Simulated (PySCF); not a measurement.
PySCF 2.14 output of a UHF calculation on a single atom or ion in dyall-av2z (22s16p12d, 130 functions), with the non-relativistic Hamiltonian (point nucleus):

```
SCF conv_tol = 1e-09
number electrons alpha = 25  beta = 24
cycle= 1 E= -6022.38951615159  delta_E= -0.000188  |g|= 0.00342  |ddm|= 0.0223
cycle= 2 E= -6022.38953272172  delta_E= -1.66e-05  |g|= 0.00116  |ddm|= 0.00622
cycle= 3 E= -6022.38953487198  delta_E= -2.15e-06  |g|= 0.000134  |ddm|= 0.00302
cycle= 4 E= -6022.38953489795  delta_E= -2.6e-08  |g|= 2.92e-05  |ddm|= 0.000392
cycle= 5 E= -6022.38953489851  delta_E= -5.57e-10  |g|= 1.21e-05  |ddm|= 5.71e-05
converged SCF energy = -6022.38953489851  <S^2> = 0.7505722  2S+1 = 2.0005721
```

The run itself started from symmetry-adapted Hartree-Fock orbitals and held the occupation by maximum overlap, so the iterations belong to that start.

Task: Which element, charge and spin multiplicity is this?

Result: Sn+ (tin, charge +1), multiplicity 2; the state was [Kr] 4d10 5s2 5d1, 2D determinant (an excited configuration).

A non-relativistic calculation at this Z misses sizeable relativistic shifts. The outer electron is Rydberg-like, and this basis confines it to a smaller radius and binds it less than a complete one would.
